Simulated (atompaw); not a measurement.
Ranking PAW (atompaw) potentials for H

All share these settings but for the change named:

```
Element                 : H
Generator               : atompaw 4.2.0.5
Type                    : PAW
Functional              : PBEsol
Relativity              : scalar-relativistic
Frozen core             : none
Valence charge          : 1
Reference configuration : 1s1
Partial waves           : 1s (bound): rc 1.05 bohr; 1s channel at 2.05 Ry: rc 1.05 bohr; 2p channel at 0.2 Ry: rc 0.80 bohr
Local potential         : vpsmatchnc scheme with l = 2 at 0 Ry, radius 0.95 bohr
Core correction         : none
Augmentation charge     : gaussian compensation charge, radius 0.90 bohr; PAW radius 1.05 bohr; waves and projectors: custom rrkj vanderbiltortho
```

Cutoff: the first of the cutoffs (Ry, on a coarse ladder) from which the occupation-weighted sum of valence levels, in a spherical-Bessel basis at the reference potential, stays within 10 and 1 mRy of its value at 400 Ry; the density cutoff is not measured.

The base gives 18 Ry.

Of 8 variants that were run, those that failed, showed a ghost or another fault, or gave nearly equal values are left out.

A variant can come out equal or close to the base.

Q: Rank these variants from softest to hardest (loose cutoff).
A. all radii scaled by about 0.88 (s 0.92, p 0.70 bohr); local potential vpsmatchnc scheme with l = 2 at 0 Ry, radius 0.82 bohr; augmentation gaussian compensation charge, radius 0.78 bohr; PAW radius 0.92 bohr; waves and projectors: custom rrkj vanderbiltortho
B. wave 1s (bound): rc 1.05 bohr becomes 1s (bound): rc 0.62 bohr
C. wave 1s channel at 2.05 Ry: rc 1.05 bohr becomes 1s channel at 2.05 Ry: rc 0.70 bohr

A: C (18 Ry), A (21 Ry), B (40 Ry).
